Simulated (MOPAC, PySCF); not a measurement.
The group X on allyl-X is varied. Isolated molecules, 0 K electronic values unless said otherwise. One relaxed conformer stands for each flexible species; it need not be the lowest. Strings in code marks are SMILES.

Quantity: electronic energy of isomers of C4H5N relative to `C=CCC#N`, in eV. Semi-empirical values (MOPAC) are differences of heats of formation.

Level 1: PBE/6-31G* // B3LYP-D3(BJ)/def2-TZVP (PySCF)
Level 2: HF/6-31G* // B3LYP-D3(BJ)/def2-TZVP (PySCF)
Level 3: HF/STO-3G // B3LYP-D3(BJ)/def2-TZVP (PySCF)
Level 4: PM7 // B3LYP-D3(BJ)/def2-TZVP (MOPAC)

```
species          level 1  level 2  level 3  level 4
---------------  -------  -------  -------  -------
`[C-]#[N+]CC=C`     1.04     0.83     0.99     0.84
```
